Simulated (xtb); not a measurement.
trifluoromethane (CHF3), singlet, at a GFN2-xTB geometry; GFN2-xTB with ALPB(thf) (xtb).

Input for xtb:
```
$ xtb mol.xyz --gfn 2 --alpb thf --json

# file mol.xyz
5

C      0.00184574     0.00147866     0.33702587
H      0.00789083     0.00632154     1.44084271
F      0.02727377     1.24268325    -0.13386700
F      1.06198689    -0.64643979    -0.13124532
F     -1.09136790    -0.59793163    -0.11966522
```

### Question
Predict the main parts of the log of this xtb run.

### Answer

```
   ID    Z sym.   atoms
    1    6 C      1
    2    1 H      2
    3    9 F      3-5

           -------------------------------------------------
          |                Calculation Setup                |
           -------------------------------------------------

           -------------------------------------------------
          |                 G F N 2 - x T B                 |
           -------------------------------------------------

      * Solvation model:               ALPB
        Solvent                        thf
        Parameter file                 internal GFN2-xTB/ALPB
        Dielectric constant                7.6000E+00
        Reference state                gsolv [1 M gas/solution]
        Free energy shift                  5.3248E-03 Eh       3.3414E+00 kcal/mol
        Temperature                        2.9815E+02 K
        Density                            8.8300E-01 kg/L
        Solvent mass                       7.2106E+01 g/mol
        Interaction kernel             P16
        Born radius scaling (c1)           1.7311E+00
        Born radii integrator          GBOBC
        Born offset                        0.0000E+00 a0       0.0000E+00 AA
        H-bond correction              true
        Ion screening                  false
        Surface tension                    1.0000E-05 Eh       1.5569E+01 dyn/cm
        Grid points                               230 per atom

          ...................................................
          :                      SETUP                      :
          :.................................................:
          :  # basis functions                  17          :
          :  # atomic orbitals                  17          :
          :  # shells                            9          :
          :  # electrons                        26          :
          :  max. iterations                   250          :
          :  Hamiltonian                  GFN2-xTB          :
          :  restarted?                      false          :
          :  GBSA solvation                   true          :
          :  PC potential                    false          :
          :  electronic temp.          300.0000000     K    :
          :  accuracy                    1.0000000          :
          :  -> integral cutoff          0.2500000E+02      :
          :  -> integral neglect         0.1000000E-07      :
          :  -> SCF convergence          0.1000000E-05 Eh   :
          :  -> wf. convergence          0.1000000E-03 e    :
          :  Broyden damping             0.4000000          :
          :  net charge                          0          :
          :  unpaired electrons                  0          :
          ...................................................

 iter      E             dE          RMSdq      gap      omega  full diag
   1    -16.8543962 -0.168544E+02  0.593E+00   16.59       0.0  T
   2    -16.8965960 -0.421998E-01  0.301E+00   15.94       1.0  T
   3    -16.8973894 -0.793411E-03  0.140E+00   16.10       1.0  T
   4    -16.8976074 -0.217985E-03  0.149E-01   16.11       1.0  T
   5    -16.8976086 -0.125981E-05  0.246E-02   16.12       1.8  T
   6    -16.8976091 -0.477209E-06  0.262E-03   16.12      17.1  T
   7    -16.8976091 -0.253991E-08  0.527E-04   16.12      84.8  T
   8    -16.8976091 -0.677989E-09  0.108E-04   16.12     415.8  T

   *** convergence criteria satisfied after 8 iterations ***

         :::::::::::::::::::::::::::::::::::::::::::::::::::::
         ::                     SUMMARY                     ::
         :::::::::::::::::::::::::::::::::::::::::::::::::::::
         :: total energy             -16.847099406689 Eh    ::
         :: total w/o Gsasa/hb       -16.847901641851 Eh    ::
         :: gradient norm              0.007306733697 Eh/a0 ::
         :: HOMO-LUMO gap             16.117751630227 eV    ::
         ::.................................................::
         :: SCC energy               -16.897609085564 Eh    ::
         :: -> isotropic ES            0.042022053314 Eh    ::
         :: -> anisotropic ES          0.003559565893 Eh    ::
         :: -> anisotropic XC         -0.019560760094 Eh    ::
         :: -> dispersion             -0.001230324860 Eh    ::
         :: -> Gsolv                  -0.001328450207 Eh    ::
         ::    -> Gelec               -0.002130685370 Eh    ::
         ::    -> Gsasa               -0.003915446254 Eh    ::
         ::    -> Ghb                 -0.000607134028 Eh    ::
         ::    -> Gshift               0.005324815444 Eh    ::
         :: repulsion energy           0.050509678876 Eh    ::
         :: add. restraining           0.000000000000 Eh    ::
         :: total charge               0.000000000000 e     ::
         :::::::::::::::::::::::::::::::::::::::::::::::::::::

           -------------------------------------------------
          |                Property Printout                |
           -------------------------------------------------

    * Orbital Energies and Occupations

         #    Occupation            Energy/Eh            Energy/eV
      -------------------------------------------------------------
         1        2.0000           -0.9024283             -24.5563
         2        2.0000           -0.8905312             -24.2326
         3        2.0000           -0.8905312             -24.2326
         4        2.0000           -0.6930749             -18.8595
         5        2.0000           -0.6553058             -17.8318
         6        2.0000           -0.6430513             -17.4983
         7        2.0000           -0.6430513             -17.4983
         8        2.0000           -0.5687181             -15.4756
         9        2.0000           -0.5687181             -15.4756
        10        2.0000           -0.5559712             -15.1287
        11        2.0000           -0.5556213             -15.1192
        12        2.0000           -0.5556213             -15.1192
        13        2.0000           -0.5212477             -14.1839 (HOMO)
        14                          0.0710688               1.9339 (LUMO)
        15                          0.0725801               1.9750
        16                          0.0725801               1.9750
        17                          0.1257230               3.4211
      -------------------------------------------------------------
                  HL-Gap            0.5923165 Eh           16.1178 eV
             Fermi-level           -0.2250895 Eh           -6.1250 eV

     #   Z          covCN         q      C6AA      α(0)
     1   6 C        3.275     0.457    18.432     6.916
     2   1 H        0.923     0.122     1.600     1.978
     3   9 F        0.789    -0.193    11.162     3.946
     4   9 F        0.789    -0.193    11.162     3.946
     5   9 F        0.789    -0.193    11.162     3.946

 Mol. C6AA /au·bohr⁶  :        238.704765
 Mol. C8AA /au·bohr⁸  :       4672.016751
 Mol. α(0) /au        :         20.733195

Wiberg/Mayer (AO) data.
largest (>0.10) Wiberg bond orders for each atom

 ---------------------------------------------------------------------------
     #   Z sym  total        # sym  WBO       # sym  WBO       # sym  WBO
 ---------------------------------------------------------------------------
     1   6 C    3.825 --     4 F    0.968     5 F    0.968     3 F    0.968
                             2 H    0.921
     2   1 H    0.985 --     1 C    0.921
     3   9 F    1.083 --     1 C    0.968
     4   9 F    1.083 --     1 C    0.968
     5   9 F    1.083 --     1 C    0.968
 ---------------------------------------------------------------------------

Topologies differ in total number of bonds
Writing topology from bond orders to xtbtopo.mol

molecular dipole:
                 x           y           z       tot (Debye)
 q only:        0.004       0.003       0.763
   full:        0.005       0.004       0.902       2.294
molecular quadrupole (traceless):
                xx          xy          yy          xz          yz          zz
 q only:       -1.325       0.000      -1.326       0.022       0.017       2.651
  q+dip:       -2.367       0.000      -2.367       0.039       0.031       4.734
   full:       -2.056       0.000      -2.056       0.034       0.027       4.113

           -------------------------------------------------
          | TOTAL ENERGY              -16.847099406689 Eh   |
          | GRADIENT NORM               0.007306733697 Eh/α |
          | HOMO-LUMO GAP              16.117751630227 eV   |
           -------------------------------------------------

normal termination of xtb
```
